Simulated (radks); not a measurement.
Problem. All-electron atom: Pm4+ in [Kr] 4d10 4f3 5s2 5p5 5d1 (not the ground configuration). All-electron calculation, Dirac Kohn-Sham, PBE, spin-unpolarised, spherical densities, point nucleus; open shells fill j = l - 1/2 first. Program: a radial shooting solver on a logarithmic mesh with Libxc functionals. Some entries of the table are withheld. Estimate them.

orbital,occ.,eigenvalue (hartree),<r^2> (bohr^2),<r> (bohr)
1s1/2,2,-1654.994,0.0007316,0.02318
2s1/2,2,-270.6355,0.01150,0.09845
2p1/2,2,-256.3651,0.008392,0.08245
2p3/2,4,-235.7796,0.009639,0.08897
3s1/2,2,-60.64454,(1),0.2601
3p1/2,2,-54.53169,0.07257,0.2498
3p3/2,4,-50.39358,0.07985,0.2624
3d3/2,4,-39.77628,0.06451,0.2340
3d5/2,6,-38.88014,0.06656,0.2379
4s1/2,2,-13.66152,0.3936,0.5906
4p1/2,2,-11.33029,(2),0.6050
4p3/2,4,-10.41578,(3),0.6328
4d3/2,4,-6.57527,0.5262,0.6740
4d5/2,6,-6.41059,0.5412,0.6837
5s1/2,2,-3.18380,2.082,1.364
5p1/2,2,(4),2.505,1.493
5p3/2,3,(5),2.737,1.561
4f5/2,3,-1.95715,0.9269,0.8625
4f7/2,0,-1.93550,0.9423,0.8696
5d3/2,1,-1.39205,4.483,1.988
5d5/2,0,-1.37321,4.595,2.013

Solution. 
(1) 3s1/2 <r^2> (bohr^2): 0.07746
(2) 4p1/2 <r^2> (bohr^2): 0.4163
(3) 4p3/2 <r^2> (bohr^2): 0.4552
(4) 5p1/2 eigenvalue (hartree): -2.50134
(5) 5p3/2 eigenvalue (hartree): -2.34993
